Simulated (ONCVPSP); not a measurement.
## Logarithmic derivatives: B, ONCV

| Item | Value |
| --- | --- |
| Element | boron |
| Generator | ONCVPSP 4.0.1 |
| Type | optimised norm-conserving Vanderbilt (ONCV) |
| Functional | PBE |
| Relativity | scalar-relativistic |
| Frozen core | [He] |
| Valence charge | 3 |
| Reference configuration | 2s2 (charge +1) |
| Partial waves | 2s: rc 1.15 bohr, ncon 3, nbas 7, qcut 4.7 1/bohr, 2 projectors, debl 2.4 Ha; p scattering state at 0.42 Ha: rc 0.90 bohr, ncon 3, nbas 6, qcut 8.6 1/bohr, 2 projectors, debl 2 Ha |
| Local potential | polynomial inside 0.80 bohr (lpopt 5, dvloc0 4 Ha) |
| Core correction | Teter function, fcfact 3.5, rcfact 1.55 |

The phase is arctan(r·R′/R) of the radial function R(r), unwrapped; energies in Ha, scanned from -2 to 5 Ha. A pole is an energy at which the radial function vanishes at the test radius. The pseudo phase is shifted by a multiple of π to meet the all-electron one at the reference energy, and phase errors are pseudo minus all-electron; the curves can meet again beyond the range given. Levels narrower than the energy grid can be missing from the lists of poles.

Q: For each channel, where are the poles, and over which energies does the pseudopotential scatter like the atom?

A:

```csv
channel,radius (bohr),reference energy (Ha),"poles, all-electron","poles, pseudo",unbroken range about the reference energy with phases within 0.05 rad,phase error 1 Ha above the reference energy (rad)
s,1.16,-0.72,4.72,4.60,the whole range,-0.000
p,0.91,0.42,none,none,the whole range,-0.000
```

Phases in the s channel:

```csv
E (Ha),all-electron,pseudo
-1.98,0.501,0.498
-1.62,0.293,0.291
-1.26,0.038,0.038
-0.90,-0.242,-0.242
-0.54,-0.508,-0.508
-0.18,-0.732,-0.732
0.18,-0.907,-0.907
0.54,-1.041,-1.041
0.90,-1.143,-1.143
1.26,-1.224,-1.224
1.62,-1.288,-1.288
1.98,-1.341,-1.341
2.34,-1.385,-1.385
2.70,-1.422,-1.423
3.06,-1.455,-1.456
3.42,-1.484,-1.486
3.78,-1.510,-1.513
4.14,-1.535,-1.539
4.50,-1.557,-1.564
4.86,-1.579,-1.589
```
